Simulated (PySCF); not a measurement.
**Mayer bond orders and bond lengths**

C8H10NP.
Atom-mapped SMILES: `[CH3:1][c:2]1[n:3][cH:4][cH:5][c:6]([CH:7]2[CH2:8][CH2:9]2)[p:10]1` (hydrogens: H11, H12, H13 on C1; H14 on C4; H15 on C5; H16 on C7; H17, H18 on C8; H19, H20 on C9)

Geometry (GFN2-xTB, Å), atoms numbered from 1 in this order:
```xyz
20
C8H10NP angstrom
C      3.297    0.769   -0.731
C      2.071    0.098   -0.182
N      2.283   -0.954    0.572
C      1.295   -1.654    1.101
C     -0.056   -1.397    0.938
C     -0.543   -0.341    0.182
C     -2.001   -0.156    0.059
C     -2.580    0.334   -1.245
C     -2.578    1.232   -0.058
P      0.519    0.789   -0.637
H      3.117    1.828   -0.908
H      4.128    0.641   -0.042
H      3.571    0.307   -1.680
H      1.612   -2.494    1.707
H     -0.764   -2.055    1.425
H     -2.587   -0.883    0.611
H     -1.881    0.544   -2.042
H     -3.515   -0.091   -1.578
H     -3.512    1.436    0.443
H     -1.880    2.057   -0.047
```

Bond orders from the PBE0/pcSseg-1 density (PySCF). Geometry: GFN2-xTB, one conformer, isolated molecule.

Question: How far do the computed orders between heavy atoms stray from the drawn ones?

Answer: The largest departure is 0.249, at C6–P10 (drawn aromatic, 1.251), counting aromatic bonds as 1.5. The bonds drawn aromatic range from 1.25 to 1.49.

Question: Set the Mayer orders of the bonds between heavy atoms beside their lengths.

Answer: 
```
  bond  drawn as  length (Å)  Mayer order
 C1–C2    single       1.501        1.036
 C2–N3  aromatic       1.312        1.457
 N3–C4  aromatic       1.320        1.486
 C4–C5  aromatic       1.385        1.407
 C5–C6  aromatic       1.387        1.404
 C6–C7    single       1.475        1.024
 C7–C8    single       1.508        0.921
 C8–C9    single       1.488        0.975
C6–P10  aromatic       1.754        1.251
P10–C2  aromatic       1.759        1.262
 C9–C7    single       1.507        0.924
```

Bonds between the same two heavy elements. C–C: lowest C7–C8 and C9–C7 (0.921, 1.508 Å), highest C4–C5 and C5–C6 (1.407, 1.385 Å); in 1 of the 21 pairs the longer bond (by over 0.003 Å) has the higher order (by 0.02 or more). C–N: lowest C2–N3 (1.457, 1.312 Å), highest N3–C4 (1.486, 1.320 Å); in 1 of the 1 pairs the longer bond (by over 0.003 Å) has the higher order (by 0.02 or more). C–P: all 2 within 0.02 of one another (1.251 to 1.262). Bonds named together lie within 0.004.

Question: And the bonds to hydrogen?

Answer: C–H: 0.94 to 0.97 (10 bonds).

Question: Sum the orders of all bonds at each heavy atom with more than one neighbour and set the sums beside the valence in the SMILES.

Answer: C1 3.890 (drawn 4), C2 3.755 (drawn 4), N3 2.943 (drawn 3), C4 3.861 (drawn 4), C5 3.778 (drawn 4), C6 3.679 (drawn 4), C7 3.837 (drawn 4), C8 3.795 (drawn 4), C9 3.797 (drawn 4), P10 2.513 (drawn 3). Orders between atoms that aren't bonded are not in these sums.

Mayer orders depend on the basis set.
